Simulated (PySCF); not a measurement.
C8H9P: core ionisation energies

C₈H₉P.
Z-matrix (Å and degrees, PBE0-D3(BJ)/def2-SVP geometry), rows numbered from 1:
```
C 
C   1  1.3388
C   2  1.4715  1  125.71
C   3  1.4050  2  119.11  1   -32.26
C   4  1.3867  3  125.16  2   179.25
P   5  1.7344  4  124.90  3     0.85
C   6  1.7348  5   99.48  4    -0.22
C   7  1.3949  6  127.86  5    -0.22
C   8  1.5054  3  119.81  2    -0.54
H   1  1.0939  2  121.86  3    -2.19
H   1  1.0928  2  121.07  3   178.80
H   2  1.0950  1  117.93  3   179.50
H   4  1.0949  3  116.77  2    -2.16
H   5  1.0950  4  117.84  3   179.81
H   7  1.0961  6  115.50  5  -179.75
H   9  1.1008  8  111.54  3   -54.05
H   9  1.0980  8  110.90  3  -174.63
H   9  1.1024  8  111.50  3    65.51
```

Method: delta-SCF UKS SCAN, pcX-2 on the ionised atom, pcseg-1 elsewhere, spin-free X2C in PySCF. Each binding energy is the total energy of the core-ionised species, with the hole localised on one atom, minus that of the ground state; both are solved self-consistently, so orbital relaxation is included.

List the computed XPS lines with their assignment.

```csv
atom(s),bonded to,level,binding energy (eV),2p1/2 (eV),above the level's lowest (eV),count
C1,C (double bond) and 2 H,C 1s,289.90,–,+0.09,1
C2,"C (double bond), C and H",C 1s,290.55,–,+0.74,1
C3,2 C (aromatic in the SMILES) and C,C 1s,290.37,–,+0.56,1
C4,2 C (aromatic in the SMILES) and H,C 1s,290.21,–,+0.40,1
C5,"C (aromatic in the SMILES), H and P (aromatic in the SMILES)",C 1s,289.86,–,+0.05,1
P6,2 C (aromatic in the SMILES),P 2p3/2,135.47,136.36,0.00,1
P6,2 C (aromatic in the SMILES),P 1s,2148.98,–,0.00,1
C7,"C (aromatic in the SMILES), H and P (aromatic in the SMILES)",C 1s,289.81,–,0.00,1
C8,2 C (aromatic in the SMILES) and C,C 1s,290.43,–,+0.62,1
C9,C and 3 H,C 1s,290.75,–,+0.94,1
```

Lowest listed C 1s: C7, bonded to C (aromatic in the SMILES), H and P (aromatic in the SMILES). Highest, 0.94 eV above it: C9, bonded to C and 3 H. Summing the Pauling electronegativity differences to the bonded atoms, each weighted by its formal bond order, gives -0.89 for the lowest site and -1.05 for the highest; the largest sum, 0.00, belongs to C8, 0.32 eV below the top. The smallest sum, -1.05, belongs to C9, 0.94 eV above the lowest. The values 289.86 and 289.90 eV lie too close for their order to be trusted.

Which photon wavelength matches the P 2p3/2 of P6 threshold?

λ = hc/E = 12398.42 eV Å / 135.47 eV = 91.522 Å.

Give the binding energy of P 2p3/2 of P6 in hartree and in kJ/mol.

135.47 eV = 4.9784 Eh = 13071 kJ/mol.

The unrestricted hole states depart most from a pure doublet (⟨S²⟩ = 0.75; over 0.85 named) for C 1s of C2 (0.95), C 1s of C3 (0.88), C 1s of C4 (0.88), C 1s of C5 (0.86), C 1s of C7 (0.87) and C 1s of C8 (0.90), which makes these values less certain. For 2p shells one spin-free hole was relaxed; a mean-field spin–orbit operator and the ground-state splitting of the three 2p orbitals were then diagonalised within the shell. The shell's mean is (2 × 2p3/2 + 2p1/2)/3, and the degeneracies 2j + 1 give areas of 2:1. 2p1/2 minus 2p3/2 (ligand field included): P 0.89 eV. Geometry: PBE0-D3(BJ)/def2-SVP, one conformer, isolated molecule.

Time: 8.5 min wall; peak memory 0.74 GiB. Hardware: Intel Xeon Platinum 8488C, one thread, no GPU, shared host with 96 logical CPUs at a one-minute load of 68.
